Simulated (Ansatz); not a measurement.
FGeH$_{5}$Si$_{2}$ (`F[SiH]1[SiH2][GeH2]1`). The species carries charge 0 and has multiplicity 1. Geometry: relaxed with PBE0-D4/def2-TZVP.

```xyz
9

F     2.021    1.555    0.897
Si    1.011    0.315    0.821
Si   -1.243    0.444    0.358
Ge    0.232   -0.778   -1.122
H     1.359   -0.670    1.876
H    -1.676    1.663   -0.371
H    -2.310   -0.094    1.241
H     0.330   -2.307   -1.191
H     0.277   -0.128   -2.509
```

Question: What is the dipole moment at r2SCAN/def2-TZVPP? (An estimate is asked.)

Answer: Ansatz gave: 1.14 D, with components (-0.81, -0.80, -0.08) D in this frame, pointing from negative to positive charge.

Question: And with PBE, B3LYP, ωB97M-V? (Estimate.)

Answer: Ansatz gave: PBE 1.12 D, B3LYP 1.20 D, ωB97M-V 1.18 D.

Question: Give the Mulliken charges with r2SCAN, PBE, ωB97M-V in def2-TZVPP. (Best estimate.)

Answer: Computed: 
```tsv
atom	r2SCAN	PBE	ωB97M-V
F1	-0.31	-0.26	-0.30
Si2	0.45	0.38	0.38
Si3	0.05	-0.01	-0.03
Ge4	-0.03	0.00	-0.11
H5	-0.07	-0.06	-0.03
H6	-0.04	-0.02	0.01
H7	-0.06	-0.04	-0.01
H8	0.00	0.01	0.03
H9	0.01	0.01	0.04
```

B3LYP here is the variant with VWN-RPA as its local correlation; programs differ in this.
